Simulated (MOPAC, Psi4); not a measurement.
Torsional profile of SMILES B/C=C\[SeH], singlet. Scanned: dihedral C2–C3–Se4–H9; all other coordinates were relaxed at B3LYP-D3(BJ)/def2-SVP. Points at φ and −φ are mirror images. Heavy atoms are numbered in the order of the SMILES B/C=C\[SeH], hydrogens after them in the order of the atoms that carry them; the mirror image has the same energies with the sign of each dihedral reversed.

Levels of theory: B3LYP/def2-TZVP // B3LYP-D3(BJ)/def2-SVP (Psi4); AM1, restricted, heats of formation // B3LYP-D3(BJ)/def2-SVP (MOPAC); PM3, restricted, heats of formation // B3LYP-D3(BJ)/def2-SVP (MOPAC).

Energies in kcal/mol, each method relative to its own lowest point.

```csv
φ / °,B3LYP/def2-TZVP,AM1,PM3
-150,1.4,1.3,1.1
-120,4.7,2.9,2.8
-90,7.1,4.2,4.5
-60,5.5,3.1,3.1
-30,2.1,1.1,1.2
0,0.3,0.0,0.0
30,2.1,1.1,1.2
60,5.5,3.1,3.1
90,7.1,4.2,4.5
120,4.7,2.9,2.8
150,1.4,1.3,1.1
180,0.0,0.4,0.1
```
